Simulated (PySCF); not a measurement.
**From computed data to an observable: refractive index and permittivity of the vapour**

CdSe, SMILES [Se]=[Cd].

Coordinates come from a PBE0-D3(BJ)/def2-TZVP optimisation. The def2 effective core potentials stand for the cores of Cd; spin–orbit coupling is left out.

ωB97X/def2-TZVPD run with PySCF gives a mean static polarisability of 79.6 bohr³ and a dipole moment of 6.03 D. Take an ideal gas at 298.15 K and 1 bar, whether or not the substance is that volatile.

**Question.** Work out n − 1 in the optical limit and the static ε − 1.

**Answer.** 
Polarisability volume α' = 79.6 × 0.148185 = 11.80 Å³. Number density N = p/kT = 2.43e-5 Å⁻³.
Dilute limit of Lorentz–Lorenz: n − 1 = 2π N α' = 0.0018.
Orientation term of Debye: μ²/(3kT) = 8.098 Å³ × μ²(D²) = 294.44 Å³.
ε − 1 = 4π N (α' + μ²/3kT) = 0.093. Orientation of the dipole supplies 96 % of the static response; it can't follow optical fields. Vibrational polarisation and dispersion are left out.
